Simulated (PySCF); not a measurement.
This PySCF input asks for the NMR shieldings of `[P@@+]1([BH3-])(C)C=C(C)CC1`, C6H14BP; the geometry comes from GFN2-xTB.

```python
import basis_set_exchange as bse
import numpy as np
from pyscf import gto, dft
from pyscf.prop import nmr

atoms = """
B    -2.361868   -1.714979    0.138850
P    -1.097968   -0.268462    0.077682
C    -1.841024    1.400584   -0.157916
C     0.276475   -0.267522   -1.095350
C     1.446401    0.054017   -0.548540
C     2.753660    0.112748   -1.264164
C     1.415486    0.419388    0.912024
C     0.071812   -0.030221    1.495016
H    -1.714680   -2.705367    0.272071
H    -3.051555   -1.460907    1.079051
H    -2.943375   -1.653401   -0.900484
H    -1.088344    2.185813   -0.126417
H    -2.347804    1.417144   -1.121217
H    -2.580788    1.559110    0.624953
H     0.141753   -0.546292   -2.127966
H     3.462402   -0.577355   -0.807339
H     2.638115   -0.147933   -2.312512
H     3.176661    1.114600   -1.193488
H     2.251432   -0.043291    1.440794
H     1.539739    1.503028    1.002113
H    -0.328573    0.670965    2.227960
H     0.171632   -1.002282    1.983247
"""
names = dict.fromkeys(["B", "P", "C", "H"], "pcSseg-1")
basis = {el: gto.basis.parse(bse.get_basis(n, elements=[el], fmt="nwchem")) for el, n in names.items()}
mol = gto.M(atom=atoms, basis=basis, charge=0, verbose=0)
mf = dft.RKS(mol, xc="PBE0")
mf.grids.level = 2
mf.grids.alignment = dft.numint.BLKSIZE   # the property module wants whole blocks of grid points
mf.conv_tol = 1e-9
mf.kernel()

calc = nmr.RKS(mf)   # GIAO
C = mf.mo_coeff
Co = C[:, mf.mo_occ > 0]
resp = mf.gen_response(singlet=True, hermi=2)
def vind(x):   # induced exchange potential for any number of trial vectors
    d = np.einsum("pi,xij,qj->xpq", C, 2 * x.reshape(-1, C.shape[1], Co.shape[1]), Co, optimize=True)
    return np.einsum("xpq,pi,qj->xij", resp(d - d.transpose(0, 2, 1)), C, Co, optimize=True).ravel()
mo1, _ = nmr.rhf.solve_mo1(calc, with_cphf=vind)
sigma = calc.kernel(mo1)
for i, s in enumerate(sigma):   # ppm
    w = np.linalg.eigvalsh((s + s.T) / 2)
    print("%2d %-2s iso %8.1f  s11 %8.1f  s22 %8.1f  s33 %8.1f" % (i, mol.atom_pure_symbol(i), w.mean(), *w))
```

**Question.** What does it print?

**Answer.** 
```
 0 B  iso    148.2  s11    140.8  s22    146.3  s33    157.5
 1 P  iso    285.4  s11    190.6  s22    332.3  s33    333.2
 2 C  iso    170.3  s11    157.7  s22    166.3  s33    186.9
 3 C  iso     58.0  s11    -36.3  s22     77.3  s33    133.0
 4 C  iso     21.4  s11    -90.0  s22     18.3  s33    136.0
 5 C  iso    163.9  s11    148.0  s22    155.5  s33    188.1
 6 C  iso    146.7  s11    118.9  s22    146.2  s33    175.1
 7 C  iso    158.2  s11    134.2  s22    163.3  s33    177.0
 8 H  iso     31.0  s11     27.4  s22     29.7  s33     36.0
 9 H  iso     30.9  s11     27.6  s22     29.4  s33     35.7
10 H  iso     30.8  s11     27.4  s22     29.2  s33     35.8
11 H  iso     30.5  s11     25.4  s22     30.0  s33     36.2
12 H  iso     30.3  s11     26.1  s22     27.7  s33     37.0
13 H  iso     30.5  s11     26.4  s22     27.6  s33     37.6
14 H  iso     25.9  s11     24.1  s22     25.7  s33     27.8
15 H  iso     29.8  s11     25.7  s22     27.9  s33     35.7
16 H  iso     29.5  s11     24.8  s22     28.6  s33     35.0
17 H  iso     29.9  s11     25.8  s22     28.0  s33     35.8
18 H  iso     29.2  s11     24.0  s22     28.6  s33     35.0
19 H  iso     29.1  s11     24.9  s22     27.9  s33     34.4
20 H  iso     30.0  s11     25.8  s22     28.3  s33     35.9
21 H  iso     29.6  s11     23.9  s22     28.9  s33     35.9
```

These numbers come from an equivalent density-fitted implementation of the same equations, which agrees with the script to about 0.01 ppm for H and up to a few tenths of a ppm for heavy atoms, so last digits may differ.

Size and cost of the density-fitted run: 213 basis functions, 33 s wall time on 1 thread of an Arm Neoverse V2, shared host; peak memory 0.87 GiB.
